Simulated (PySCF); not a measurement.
# M06-L on Pb²⁺ (lead, charge +2)

Configuration: [Xe] 4f14 5d10 6s2, closed-shell 1S. Calculation: PySCF 2.14, in x2c-QZVPPall (16s10p9d6f1g, 142 functions); the spin-free X2C one-electron Hamiltonian (Gaussian nucleus).

```json
{"Total energy": "-20884.68 hartree", "One-electron energy": "-28521.92 hartree", "Hartree (Coulomb) energy": "8031.20 hartree", "Exchange-correlation energy": "-393.96 hartree", "⟨S²⟩": "0.0000", "⟨L²⟩": "0.000", "Sum of ⟨r⟩": "42.23 bohr", "Sum of ⟨r²⟩": "45.65 bohr²", "Langevin diamagnetic susceptibility": "-36.2 ×10⁻⁶ cm³/mol", "Time after the integrals": "of the order of 21 core-seconds"}
```

```
shell  electrons  mean orbital energy (eV)  rms radius, mean of both spins (bohr)
   1s          2                  -87872.9                                 0.0181
   2s          2                  -15763.9                                 0.0730
   2p          6                  -13588.2                                 0.0673
   3s          2                   -3813.5                                  0.186
   3p          6                   -3182.3                                  0.189
   3d         10                   -2506.5                                  0.173
   4s          2                   -884.86                                  0.408
   4p          6                   -675.54                                  0.435
   4d         10                   -423.75                                  0.462
   5s          2                   -162.52                                  0.910
   4f         14                   -151.01                                  0.497
   5p          6                   -105.03                                   1.04
   5d         10                   -38.293                                   1.39
   6s          2                   -26.947                                   2.31
```

Spin-orbit coupling, which splits the p, d and f shells strongly at this Z, is absent.

Densities and radii are taken from the X2C orbitals without a picture-change correction, which distorts them close to the nucleus.
